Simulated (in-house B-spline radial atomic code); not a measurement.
Results of a calculation; reference values are marked as such.
## Making a Troullier-Martins s channel for Co, r_c = 0.94 bohr

Co, [Ar] 3d7 4s2, non-relativistic PBE, spherical and spin-unpolarised, from a B-spline radial code for spherical atoms (atomic units). The all-electron 3s level is ε = -3.670999 hartree, its outermost node lies just inside 0.32 bohr and its outer maximum at 0.68 bohr.

Inside r_c the pseudo-orbital is u(r) = r^1 exp(p(r)), with p = c0 + c2 r² + c4 r⁴ + … + c12 r¹². The seven coefficients follow from p and its first four derivatives at r_c, from zero curvature of the screened potential at the origin, c4 = −c2²/(2l + 5), and from the norm inside r_c. At r_c the all-electron orbital has P = 0.9993577, P' = -1.491364, the screened potential V = -4.099979, V' = 10.30523, V'' = -35.23841, and the norm inside is Q = 0.7385091.

(1) What are p, p' and p'' at r_c?

For a trial c2 the five matching conditions are linear in c0, c6, c8, c10 and c12, and c2 is varied until the norm inside r_c equals Q. The root nearest zero gives:

```json
{"n": "0", "c_n": "0.4835193"}
{"n": "2", "c_n": "1.345016"}
{"n": "4", "c_n": "-0.3618138"}
{"n": "6", "c_n": "-10.09079"}
{"n": "8", "c_n": "17.14591"}
{"n": "10", "c_n": "-11.44399"}
{"n": "12", "c_n": "2.826866"}
```

(2) Check c4 and p(r_c), and find the screened pseudopotential at the origin.

Orbitals and screened potentials:

| r (bohr) | P | u | V all-electron | V pseudo |
| --- | --- | --- | --- | --- |
| 0.094 | -0.2198 | 0.1543 | -208.1 | 0.3475 |
| 0.235 | -0.5162 | 0.4094 | -58.13 | -0.2184 |
| 0.376 | 0.3934 | 0.716 | -26.79 | -2.692 |
| 0.517 | 1.054 | 1.038 | -15.02 | -6.867 |
| 0.658 | 1.262 | 1.231 | -9.207 | -8.996 |
| 0.799 | 1.188 | 1.186 | -5.985 | -6.665 |
| 0.94 | 0.9994 | 0.9994 | -4.1 | -4.1 |

Logarithmic derivatives P'/P at R = 1.24 bohr, for energies E around ε:

| E − ε (hartree) | all-electron | pseudo |
| --- | --- | --- |
| -0.5 | -0.226637 | -0.230481 |
| -0.25 | -0.968072 | -0.969575 |
| -0.1 | -1.57124 | -1.57156 |
| 0 | -2.07513 | -2.07512 |
| 0.1 | -2.69521 | -2.69574 |
| 0.25 | -3.95722 | -3.96247 |
| 0.5 | -8.0039 | -8.06167 |

(3) With P(R) = 0.5772087 and a norm of 0.9256564 inside R, what slope in energy does norm conservation fix?

Answers

(1) p = ln(P/r_c^1) = ln(0.9993577/0.94) = 0.06123. p' = P'/P − 1/r_c = -1.49232 − 1.06383 = -2.55615. The radial equation gives p'' = 2(V − ε) − 2(1) p'/r_c − p'² = -0.85796 − (-5.43862) − 6.53391 = -1.95325. Differentiating, p''' = 2V' + 2(1)p'/r_c² − 2(1)p''/r_c − 2p'p'' = 8.9949, and p'''' = 2V'' − 4(1)p'/r_c³ + 4(1)p''/r_c² − 2(1)p'''/r_c − 2p''² − 2p'p''' = -47.793.

(2) −c2²/5 = -0.361814, as listed. The terms c_n r_c^n are 0.48352, 1.18846, -0.28249, -6.96133, 10.45162, -6.16390, 1.34536, which sum to 0.06123. Inverting the radial equation, V_l(r) = ε + 1 p'/r + (p'' + p'²)/2, so V_l(0) = ε + (2l + 3) c2 = -3.670999 + 3 × (1.34502) = 0.3641 hartree, finite where the all-electron potential diverges.

(3) d(P'/P)/dE = −2 × (norm inside R)/P(R)² = -5.5567 per hartree·bohr at E = ε, for both atoms, since orbital and norm agree at R. Differences over ±0.1 hartree give -5.6198 (all-electron) and -5.6209 (pseudo), which also hold third-order terms. Half a hartree below ε the two curves differ by -0.0038.
